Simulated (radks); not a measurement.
The numbers below are computed, except where a source is named.
Species: the selenium ion Se3+. Configuration: [Ar] 3d10 4s2 4p1 (the NIST ground configuration). Code: a radial shooting solver on a logarithmic mesh with Libxc functionals. Model: Dirac Kohn-Sham, Slater X-alpha with alpha = 0.586, spin-unpolarised, spherical densities, finite nucleus; open shells are shared between the two j in proportion to 2j + 1; Fermi nuclear charge, rms radius 4.14 fm.

Spin-orbit splittings of the eigenvalues, e(l+1/2) - e(l-1/2), with zeta = 2 splitting/(2l+1) and mean radii in bohr:

| shell | occ. | splitting (eV) | zeta (eV) | <r> j=l-1/2 | <r> j=l+1/2 |
|---|---|---|---|---|---|
| 2p | 6 | 41.39 | 27.60 | 0.1690 | 0.1728 |
| 3p | 6 | 5.831 | 3.887 | 0.5854 | 0.5961 |
| 3d | 10 | 0.8825 | 0.3530 | 0.6312 | 0.6356 |
| 4p | 1 | 0.5772 | 0.3848 | 1.897 | 1.924 |
